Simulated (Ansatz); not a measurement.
RuO4. The state is a singlet with charge 0. Geometry PBE-D4/def2-SVP.

```xyz
5

Ru    0.000    0.000    0.000
O     0.114   -0.982   -1.376
O     1.556    0.380    0.553
O    -0.845   -0.825    1.215
O    -0.825    1.427   -0.392
```

In the def2 sets Ru takes a core potential; there is no spin–orbit coupling. HSE06 is defined as in plane-wave codes, on full-range PBE exchange. The restricted singlet is unstable towards broken spin symmetry at other levels; at PBE-D4/def2-TZVPD, r2SCANh-D4/def2-TZVP, PBE0-D4/def2-TZVP, PBE0-D4/def2-QZVPP and others this wasn't settled.

Question: Estimate the orbital energies around the gap (eV) in Ansatz with PBE-D4/def2-TZVPD, r2SCANh-D4/def2-TZVP, PBE0-D4/def2-TZVP, PBE0-D4/def2-QZVPP, HSE06-D4/def2-TZVP.

Answer: 
| orbital | PBE-D4/def2-TZVPD | r2SCANh-D4/def2-TZVP | PBE0-D4/def2-TZVP | PBE0-D4/def2-QZVPP | HSE06-D4/def2-TZVP |
| --- | --- | --- | --- | --- | --- |
| HOMO−9 | -13.28 | -14.56 | -15.31 | -15.25 | -14.89 |
| HOMO−8 | -13.28 | -14.56 | -15.31 | -15.25 | -14.89 |
| HOMO−7 | -13.28 | -14.56 | -15.31 | -15.25 | -14.89 |
| HOMO−6 | -10.64 | -11.65 | -12.27 | -12.25 | -11.87 |
| HOMO−5 | -9.65 | -10.64 | -11.28 | -11.26 | -10.87 |
| HOMO−4 | -9.65 | -10.64 | -11.28 | -11.26 | -10.87 |
| HOMO−3 | -9.65 | -10.64 | -11.28 | -11.26 | -10.87 |
| HOMO−2 | -8.88 | -9.84 | -10.44 | -10.45 | -10.03 |
| HOMO−1 | -8.88 | -9.84 | -10.44 | -10.45 | -10.03 |
| HOMO | -8.88 | -9.84 | -10.44 | -10.45 | -10.03 |
| LUMO | -5.73 | -5.74 | -5.34 | -5.28 | -5.72 |
| LUMO+1 | -5.73 | -5.74 | -5.34 | -5.28 | -5.72 |
| LUMO+2 | -3.64 | -3.38 | -2.97 | -2.93 | -3.35 |
| LUMO+3 | -3.64 | -3.38 | -2.97 | -2.93 | -3.35 |
| LUMO+4 | -3.64 | -3.38 | -2.97 | -2.93 | -3.35 |
| LUMO+5 | -0.83 | 0.10 | 0.00 | -0.20 | -0.34 |
